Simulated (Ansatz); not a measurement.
Cartesian coordinates in Å:
```
C 0.8517 0.2140 -1.3326
B -0.6249 -0.0526 -0.8776
N -1.0212 -0.1934 0.4685
Ga -0.0278 -0.1189 2.0276
H 1.1753 -0.5762 -2.0196
H 0.8965 1.1388 -1.9191
H 1.5865 0.2864 -0.5280
H -1.4852 -0.1451 -1.7186
H -2.0079 -0.3622 0.6072
H -0.8493 -0.3271 3.3422
H 1.5063 0.1363 1.9501
```

Total charge 0; spin multiplicity 1.

**Question.** List the CAM-B3LYP/def2-TZVPP orbital energies in eV (Ansatz). (An estimate is asked.)

**Answer.** Ansatz gave: Occupied: -10139.69, -1251.34, -1108.66, -1108.53, -1108.52, -391.08, -277.67, -185.05, -151.67, -105.20, -104.88, -104.87, -25.67, -24.90, -24.84, -24.81, -24.70, -24.08, -20.82, -15.39, -15.06, -13.19, -12.40, -11.96, -11.15, -10.13, -9.81, -9.61. Lowest empty: -0.51, 1.51, 1.80, 2.02, 2.49, 2.90, 3.27, 3.85.
